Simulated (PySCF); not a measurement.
## Ho(NH2)3 at several levels of theory

Computed with PySCF 2.14.0 (density fitting, no spin-orbit coupling) at the geometry relaxed with PBE0:

```xyz
10
Ho(NH2)3 (singlet in the valence; each metal's 4f electrons, 10 of them, lie in its core potential, out of spins and levels)
Ho   -0.0069    0.0034    0.0133
N     2.1552    0.0003   -0.0074
H     2.7737   -0.8065    0.0837
H     2.7767    0.8035   -0.1089
N    -1.0847    1.8655   -0.2163
H    -2.0956    2.0068   -0.2273
H    -0.6831    2.7962   -0.3352
N    -1.0778   -1.8636    0.2296
H    -0.6699   -2.7944    0.3238
H    -2.0875   -2.0113    0.2448
```

```
level                                                 basis    state  HOMO (eV)  gap (eV)  charge on Ho1 (e)  population of f-type functions on Ho1 (polarisation alone where 4f lies in the core)  dipole about the centre of mass (D)  largest force component (eV/Å)
 PBE0     Ho lcecp-1-SVP with ECP56, N def2-SVP, H def2-SVP  singlet      -6.07      5.00               0.90                                                                                  0.05                                 0.04                            0.01
TPSSh                                              the same  singlet      -5.29      4.04               0.89                                                                                  0.05                                 0.04                            0.18
 PBE0  Ho lcecp-1-TZVP with ECP56, N def2-TZVP, H def2-TZVP  singlet      -6.24      5.10               1.55                                                                                  0.06                                 0.04                            0.47
```

In the lcecp rows the 4f levels are missing from HOMO and gap, and the state counts the valence alone.

Charges are Mulliken's, which hang on the basis. The relaxation used the grid (50, 194), these runs (75, 302) or, all-electron (x2c bases, spin-free X2C Hamiltonian), (99, 590).

Problem. What does B3LYP with Ho lcecp-1-SVP with ECP56, N def2-SVP, H def2-SVP give here?

Solution. state singlet, HOMO (eV) -5.83, gap (eV) 4.44, charge on Ho1 (e) 0.83, population of f-type functions on Ho1 (polarisation alone where 4f lies in the core) 0.05, dipole about the centre of mass (D) 0.04, largest force component (eV/Å) 0.11. Time: 6.3 s on 2 threads of Arm Neoverse V1, on a shared host, from an already converged density.

No frequency check is given that shows the relaxed geometry to be a minimum, and it was reached by following one of several unstable modes of a saddle point. An lcecp potential fixes the number of 4f electrons, so in runs with it no electron can move into or out of that shell.
